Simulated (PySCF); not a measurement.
B₂Cl₄. Atoms are numbered in the order given.

```xyz
6

Cl     1.0725    -1.0725    -1.7292
B      0.0000     0.0000    -0.8451
Cl    -1.0725     1.0725    -1.7292
B      0.0000     0.0000     0.8451
Cl     1.0725     1.0725     1.7292
Cl    -1.0725    -1.0725     1.7292
```

Coordinates come from a B3LYP-D3(BJ)/def2-SVP optimisation. One conformer was computed; it need not be the lowest.

The numbers are results of PBE/def2-TZVP (PySCF), not measurements.

Gas-phase values at a fixed geometry.

Estimate the frontier levels, gap, dipole moment and polarisability. (Estimate from the structure and the level; the computed values follow.)


| Quantity | Result |
|---|---|
| highest occupied level | -7.19 eV |
| lowest empty level | -2.96 eV |
| orbital gap | 4.23 eV |
| dipole moment | 0.00 D |
| quadrupole, principal values (traceless, Buckingham form, about the centre of nuclear charge) | -2.06, 1.03, 1.03 D·Å |
| mean static polarisability | 78.7 bohr³ (11.67 Å³) |
| polarisability, principal values | 75.6, 75.6, 85.0 bohr³ |
